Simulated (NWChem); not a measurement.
System: BBr2F; SMILES BrB(F)Br

The following NWChem deck was run.

```
start job
memory heap 200 mb stack 900 mb global 1100 mb
geometry units angstroms noautoz
  B      0.000000     0.000000    -0.620033
  F      0.000000     0.000000    -1.929908
  Br     1.661466     0.000000     0.303796
  Br    -1.661466     0.000000     0.303796
end
basis spherical
  * library def2-svp
end
dft
  xc b3lyp
  iterations 150
  vectors input atomic output neutral.movecs
end
task dft energy
charge 1
dft
  odft
  mult 2
  vectors input atomic output cation.movecs
end
task dft energy
```

Structure relaxed at the PBE0/def2-SVP level.

Ions are spin-unrestricted doublets at the neutral geometry; other ion states weren't tried.

Task: What results follow from this input? (B3LYP/def2-SVP, vertical spin-unrestricted ions.) Quantities: vertical ionisation energy, ΔSCF (eV); −ε(HOMO) (eV).

Result: 
```json
{
 "vertical ionisation energy, ΔSCF (eV)": "10.74",
 "−ε(HOMO) (eV)": "8.16"
}
```
